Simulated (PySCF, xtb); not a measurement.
CH7ClFNSi2, SMILES [SiH3]N[Si@@](Cl)(C)F. One conformer was computed; it need not be the lowest.

Harmonic wavenumbers (cm⁻¹) from xtb 6.7.1 with GFN2-xTB at its own minimum, in rising order: 20, 53, 80, 103, 141, 165, 201, 228, 256, 273, 489, 574, 591, 694, 749, 768, 788, 799, 809, 831, 850, 999, 1202, 1380, 1470, 1472, 2242, 2261, 2266, 3040, 3050, 3054, 3485.

Task: What does PySCF with PBE0-D3(BJ)/def2-SVP give at its own minimum? (The exact figures need the calculation; the answer reports its results.)

Result: 28, 57, 121, 147, 183, 205, 248, 301, 303, 419, 525, 627, 718, 719, 783, 802, 824, 910, 931, 948, 963, 1008, 1206, 1278, 1423, 1424, 2226, 2233, 2254, 3069, 3177, 3183, 3607. Paired by order, the mean absolute difference is 60 cm⁻¹ and the zero-point energies are 50.6 and 52.7 kcal/mol.
